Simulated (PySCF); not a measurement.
**Zr+: excitation energy**

Zr+ [Kr] 4d2 5s1 (4F) → Zr+ [Kr] 4d1 5s2 (2D), as a difference of total energies. Calculation: PySCF 2.14, in aug-cc-pVTZ-PP with ECP28MDF; a scalar-relativistic core potential. Correlated levels: valence: 4s2 4p6 frozen. The calculations carry no spin-orbit coupling.

| method | excitation energy (eV) |
| --- | --- |
| UHF | 2.319 |
| MP2 (valence) | 1.672 |
| SCS-MP2 (valence) | 1.362 |
| CCSD (valence) | 1.186 |
| CCSD(T) (valence) | 0.948 |

How much does correlation contribute at CCSD(T) (valence)?

0.948 − (2.319) = -1.371 eV, measured against UHF.

The coupled-cluster amplitudes are large for the upper state (T1 above 0.03 or a double amplitude above 0.15), so a single reference is strained.
